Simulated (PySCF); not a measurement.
Isomers of C5H12OSi, mass 116.066 u with the commonest isotopes. Computed with PBE0/def2-SVPD in PySCF (dipole) on a GFN2-xTB geometry, gas phase. One conformer each, none proved a minimum here; rigid rotors.

Question: Order these by rotational constant C, smallest first.
A. `[OH:1][SiH2:2][CH:3]1[CH2:4][CH2:5][CH2:6][CH2:7]1` with H–O1–Si2–C3 53°, O1–Si2–C3–C4 57°, Si2–C3–C4–C5 126°, C3–C4–C5–C6 23°, C4–C5–C6–C7 -40°, C5–C6–C7–C3 41°
B. `[CH3:1][C@H:2]([CH:3]=[O:4])[CH2:5][CH2:6][SiH3:7]` with C1–C2–C3–O4 -117°, C1–C2–C5–C6 -167°, C2–C5–C6–Si7 180°
C. `[CH3:1][SiH2:2][CH2:3][O:4][CH:5]1[CH2:6][CH2:7]1` with C1–Si2–C3–O4 -64°, Si2–C3–O4–C5 178°, C3–O4–C5–C6 -84°

Answer: B (862.3 MHz), C (905.9 MHz), A (1079 MHz).

Question: Order these by rotational constant B, largest first.
A. `[CH3:1][C@H:2]([CH:3]=[O:4])[CH2:5][CH2:6][SiH3:7]` with C1–C2–C3–O4 -117°, C1–C2–C5–C6 -167°, C2–C5–C6–Si7 180°
B. `[CH3:1][SiH2:2][CH2:3][O:4][CH:5]1[CH2:6][CH2:7]1` with C1–Si2–C3–O4 -64°, Si2–C3–O4–C5 178°, C3–O4–C5–C6 -84°
C. `[OH:1][SiH2:2][CH:3]1[CH2:4][CH2:5][CH2:6][CH2:7]1` with H–O1–Si2–C3 53°, O1–Si2–C3–C4 57°, Si2–C3–C4–C5 126°, C3–C4–C5–C6 23°, C4–C5–C6–C7 -40°, C5–C6–C7–C3 41°

Answer: C (1242 MHz), A (1019 MHz), B (975.1 MHz).

Question: Order these by out-of-plane moment Σ m c² = (Ia + Ib − Ic)/2, smallest first.
A. `[CH3:1][C@H:2]([CH:3]=[O:4])[CH2:5][CH2:6][SiH3:7]` with C1–C2–C3–O4 -117°, C1–C2–C5–C6 -167°, C2–C5–C6–Si7 180°
B. `[OH:1][SiH2:2][CH:3]1[CH2:4][CH2:5][CH2:6][CH2:7]1` with H–O1–Si2–C3 53°, O1–Si2–C3–C4 57°, Si2–C3–C4–C5 126°, C3–C4–C5–C6 23°, C4–C5–C6–C7 -40°, C5–C6–C7–C3 41°
C. `[CH3:1][SiH2:2][CH2:3][O:4][CH:5]1[CH2:6][CH2:7]1` with C1–Si2–C3–O4 -64°, Si2–C3–O4–C5 178°, C3–O4–C5–C6 -84°

Answer: B (21.79 u·Å²), A (23.21 u·Å²), C (32.84 u·Å²).

```tsv
SMILES	point group	Ia (u·Å²)	Ib (u·Å²)	Ic (u·Å²)	κ	μa (D)	μb (D)	μc (D)
C[SiH2]COC1CC1	C1	105.25	518.27	557.85	-0.96	0.66	0.04	0.98
C[C@H](C=O)CC[SiH3]	C1	136.31	496.18	586.08	-0.89	1.30	2.33	1.28
O[SiH2]C1CCCC1	C1	104.93	406.82	468.17	-0.91	1.00	0.03	1.51
```
